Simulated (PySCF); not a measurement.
F₂Sr, charge +1, doublet, at a GFN2-xTB geometry (such geometries of metal compounds can be far from the true shape) (a state made from the parent by changing its charge; the spin is typed, not shown lowest) (core potentials on Sr); PBE/def2-SVP in PySCF.

The PySCF input:
```python
from pyscf import gto, scf, dft

mol = gto.M(
    atom='''
Sr   -0.51111909   -0.11805827   -0.04548426
F     0.91037426    1.34179717   -0.84459637
F     1.24768413   -0.84332893    1.03664102
''',
    basis='def2-svp',
    ecp={'Sr': 'def2-svp'},
    charge=1,
    spin=1,
    verbose=4,
)

mf = dft.UKS(mol)
mf.xc = 'pbe'
mf.kernel()
```

### Question
Write the output that PySCF gives for this input, abridged.

### Answer

```
PySCF version 2.14.0

[INPUT] verbose = 4
[INPUT] num. atoms = 3
[INPUT] num. electrons = 27
[INPUT] charge = 1
[INPUT] spin (= nelec alpha-beta = 2S) = 1
[INPUT] symmetry False subgroup None
[INPUT] Mole.unit = angstrom
[INPUT] Symbol           X                Y                Z      unit          X                Y                Z       unit  Magmom
[INPUT]  1 Sr    -0.511119090000  -0.118058270000  -0.045484260000 AA   -0.965875097137  -0.223097797040  -0.085952794379 Bohr   0.0
[INPUT]  2 F      0.910374260000   1.341797170000  -0.844596370000 AA    1.720358022254   2.535629166016  -1.596055825102 Bohr   0.0
[INPUT]  3 F      1.247684130000  -0.843328930000   1.036641020000 AA    2.357781295666  -1.593660710623   1.958967617290 Bohr   0.0

nuclear repulsion = 58.2848976764709
number of shells = 21
number of NR pGTOs = 97
number of NR cGTOs = 51
basis = def2-svp
ecp = {'Sr': 'def2-svp'}

******** <class 'pyscf.dft.uks.UKS'> ********
method = UKS
initial guess = minao
damping factor = 0
level_shift factor = 0
DIIS = <class 'pyscf.scf.diis.CDIIS'>
diis_start_cycle = 1
diis_space = 8
diis_damp = 0
SCF conv_tol = 1e-09
SCF conv_tol_grad = None
SCF max_cycles = 50
direct_scf = True
direct_scf_tol = 1e-13
number electrons alpha = 14  beta = 13
XC library pyscf.dft.libxc version 7.1.2
    S. Lehtola, C. Steigemann, M. J. T. Oliveira, and M. A. L. Marques,  SoftwareX 7, 1–5 (2018)
XC functionals = pbe
    J. P. Perdew, K. Burke, and M. Ernzerhof,  Phys. Rev. Lett. 77, 3865 (1996)
    J. P. Perdew, K. Burke, and M. Ernzerhof,  Phys. Rev. Lett. 78, 1396 (1997)
    J. P. Perdew, K. Burke, and M. Ernzerhof,  Phys. Rev. Lett. 77, 3865 (1996)
    J. P. Perdew, K. Burke, and M. Ernzerhof,  Phys. Rev. Lett. 78, 1396 (1997)
radial grids:
    Treutler-Ahlrichs [JCP 102, 346 (1995); DOI:10.1063/1.469408] (M4) radial grids

becke partition: Becke, JCP 88, 2547 (1988); DOI:10.1063/1.454033
pruning grids: <function nwchem_prune>
grids dens level: 3
symmetrized grids: False
atomic radii adjust function: <function treutler_atomic_radii_adjust>
small_rho_cutoff = 0
Set gradient conv threshold to 3.16228e-05
tot grids = 50440
init E= -217.813878219907

cycle= 1 E= -227.545283419628  delta_E= -9.73  |g|= 1.78  |ddm|= 2.62
cycle= 2 E= -203.489313204671  delta_E= 24.1  |g|= 3.82  |ddm|= 6.28

cycle= 3 E= -229.112745448552  delta_E= -25.6  |g|= 1.32  |ddm|= 5.73
cycle= 4 E= -229.54233226574  delta_E= -0.43  |g|= 0.662  |ddm|= 1.05

cycle= 5 E= -228.739595436047  delta_E= 0.803  |g|=  1.6  |ddm|= 1.47
cycle= 6 E= -229.518453668245  delta_E= -0.779  |g|= 0.72  |ddm|= 0.615
cycle= 7 E= -229.605433635601  delta_E= -0.087  |g|= 0.572  |ddm|= 1.05
cycle= 8 E= -229.670831489053  delta_E= -0.0654  |g|= 0.459  |ddm|= 0.308
cycle= 9 E= -229.684582167988  delta_E= -0.0138  |g|= 0.437  |ddm|= 0.0699
cycle= 10 E= -229.679490004046  delta_E= 0.00509  |g|= 0.447  |ddm|= 0.029
cycle= 11 E= -229.685114082924  delta_E= -0.00562  |g|= 0.439  |ddm|= 0.0876
cycle= 12 E= -229.659729865148  delta_E= 0.0254  |g|= 0.491  |ddm|= 0.169
cycle= 13 E= -229.656185019303  delta_E= 0.00354  |g|= 0.49  |ddm|= 0.121
cycle= 14 E= -229.648434430778  delta_E= 0.00775  |g|= 0.477  |ddm|= 0.949
cycle= 15 E= -229.688469831554  delta_E= -0.04  |g|= 0.442  |ddm|= 0.947
cycle= 16 E= -229.697880038901  delta_E= -0.00941  |g|= 0.422  |ddm|= 0.0701
cycle= 17 E= -229.723294326761  delta_E= -0.0254  |g|= 0.377  |ddm|= 0.0857
cycle= 18 E= -229.768137866924  delta_E= -0.0448  |g|= 0.278  |ddm|= 0.16
cycle= 19 E= -229.776183345302  delta_E= -0.00805  |g|= 0.259  |ddm|= 0.112
cycle= 20 E= -229.774872632886  delta_E= 0.00131  |g|= 0.262  |ddm|= 0.0494
cycle= 21 E= -229.766925226245  delta_E= 0.00795  |g|= 0.288  |ddm|= 0.0632
cycle= 22 E= -229.759020190716  delta_E= 0.00791  |g|= 0.311  |ddm|= 0.034
cycle= 23 E= -229.722952355169  delta_E= 0.0361  |g|= 0.39  |ddm|= 0.648
cycle= 24 E= -229.80154037887  delta_E= -0.0786  |g|= 0.161  |ddm|= 0.511
cycle= 25 E= -229.811824375449  delta_E= -0.0103  |g|= 0.0799  |ddm|= 0.0799
cycle= 26 E= -229.807226460318  delta_E= 0.0046  |g|= 0.122  |ddm|= 0.0511
cycle= 27 E= -229.814370022369  delta_E= -0.00714  |g|= 0.0355  |ddm|= 0.0782
cycle= 28 E= -229.814583385146  delta_E= -0.000213  |g|= 0.0281  |ddm|= 0.0131
cycle= 29 E= -229.814997532464  delta_E= -0.000414  |g|= 0.000541  |ddm|= 0.0243
cycle= 30 E= -229.814992485096  delta_E= 5.05e-06  |g|= 0.0032  |ddm|= 0.00325
cycle= 31 E= -229.814997303789  delta_E= -4.82e-06  |g|= 0.00104  |ddm|= 0.00391
cycle= 32 E= -229.81499785868  delta_E= -5.55e-07  |g|= 2.87e-05  |ddm|= 0.000881
cycle= 33 E= -229.814997859835  delta_E= -1.15e-09  |g|= 9.17e-06  |ddm|= 0.000214
cycle= 34 E= -229.814997859904  delta_E= -6.93e-11  |g|= 4.06e-06  |ddm|= 3.91e-05
Extra cycle  E= -229.814997856866  delta_E= 3.04e-09  |g|= 7.73e-05  |ddm|= 6.9e-05
converged SCF energy = -229.814997856866  <S^2> = 0.75396286  2S+1 = 2.0039589
```
